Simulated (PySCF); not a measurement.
H₉Si₄, charge +1, multiplicity 1.

```xyz
13

Si    -0.1350     2.1137     0.2866
Si    -0.0189     0.0543    -0.7149
Si    -1.8636    -1.1317     0.2666
Si     2.0136    -0.9339     0.0770
H     -0.3429     3.4257    -0.3803
H     -0.0392     2.2498     1.7634
H     -0.1246     0.3090    -2.1764
H     -1.7213    -2.5013    -0.2911
H     -3.1325    -0.4726    -0.1289
H     -1.6358    -1.0858     1.7337
H      1.9508    -2.3308    -0.4232
H      3.1612    -0.1707    -0.4722
H      1.9394    -0.8567     1.5588
```
Charge +1, spin multiplicity 1.

Geometry optimised at B3LYP-D3(BJ)/def2-SVP. The spin state was assumed, not searched. The isomer is the one that the SMILES or the coordinates give; other isomers of the formula were not compared.

The numbers are results of PBE/pcSseg-1 run with PySCF, not measurements. Non-relativistic, no solvent.

Task: Give the absolute GIAO shielding of each atom: isotropic value and principal components (ppm). (Estimate from the structure and the level; the computed values follow.)

Result: 
```csv
atom,σ(iso),σ11,σ22,σ33,span
Si1,-165.1,-806.5,-75.3,386.6,1193.1
Si2,373.9,229.6,427.4,464.8,235.2
Si3,425.6,400.0,433.1,443.7,43.7
Si4,424.5,403.2,429.5,440.8,37.6
H5,21.1,15.6,22.3,25.4,9.8
H6,21.6,16.0,23.1,25.6,9.6
H7,26.3,23.3,23.6,32.0,8.7
H8,26.4,23.1,24.7,31.5,8.4
H9,26.8,22.8,24.9,32.8,9.9
H10,26.8,23.3,25.3,31.8,8.5
H11,26.5,23.1,24.8,31.6,8.4
H12,26.8,22.8,24.8,32.7,9.9
H13,26.7,23.3,25.3,31.7,8.4
```
